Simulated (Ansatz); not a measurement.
Consider the isomerisation: `OC[SiH](F)S` → `OC(F)S[SiH3]`.

Calculated with Ansatz (gas phase, PBE0-D4/def2-TZVP geometries, no zero-point term in ΔE). CCSD(T)/CBS is the MP2 limit (def2-TZVPP, def2-QZVPP) plus CCSD(T) − MP2 in def2-TZVPP, frozen cores. Each species was taken in one conformer, which may not be the lowest.

```tsv
species	CCSD/CBS(def2) energy (Eh)
`OC[SiH](F)S`	-902.93338
`OC(F)S[SiH3]`	-902.84907
```

Question: Work out ΔE.

Answer: ΔE = (-902.84907) − (-902.93338) = 0.08431 Eh = +2.29 eV. CCSD(T)/CBS gives +2.26 eV.

Largest T1 diagnostic among the species: 0.012.

From PBE to PBE0 (25 % exact exchange), in def2-TZVPP and without D4, ΔE moves by +0.07 eV.
